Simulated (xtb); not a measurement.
SnF₃Br, SMILES [F][Sn]([F])([F])[Br]. All values are semi-empirical tight-binding results from xtb (GFN2-xTB unless named), good for trends rather than for accurate numbers. The structure is a stationary point at GFN2-xTB. The structure was generated by enumeration; whether it is a known compound was not checked.

For metal compounds this method's bond lengths and energies can be far off.

Question: Estimate the properties. (Estimate from the structure and the level; the computed values follow.)

Answer: 
```
Property                                        Value
-------------------------------------  --------------
point group as xtb finds it                       C3v
orbital gap                                   2.10 eV
zero-point energy                        2.5 kcal/mol
G − E(el) at 298.15 K (modified RRHO)  -19.6 kcal/mol
```
